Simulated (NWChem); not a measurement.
## Total energies of H$_{4}$PSi

```
Si
H 1 1.4992
H 1 1.4992 2 108.32
P 1 2.2736 2 108.33 3 117.30
H 4 1.4287 1 96.20 2 73.67
H 4 1.4287 5 94.63 1 -96.77
```
Charge 0, spin multiplicity 2.

The numbers come from NWChem runs, not from measurements. The geometry was optimised at UB3LYP/def2-SVP, a minimum by its harmonic frequencies. It is one conformer; others weren't searched.

Basis set: 6-311G** (76 functions).

| method | total energy (Ha) |
|---|---|
| UHF | -631.96656 |
| UMP2 | -632.17701 |
| UB2PLYP | -632.93457 |
| UPBE | -632.89404 |
| UB3LYP | -633.25423 |
| ULDA (SVWN5) | -630.75899 |

Total energies of different functionals aren't comparable as a measure of quality: only differences taken within one method are. 

The correlated methods keep 10 core orbitals frozen. B3LYP has NWChem's definition, with VWN1-RPA local correlation. The Pople sets run with spherical d functions. The structure started from a generated list of species. The unpaired electrons of the parent sit in orbitals of symmetry a' (Cs labels of the run); other states weren't searched. No SCF solution was tested for a lower state. Open-shell Hartree-Fock references start from PBE0 orbitals.
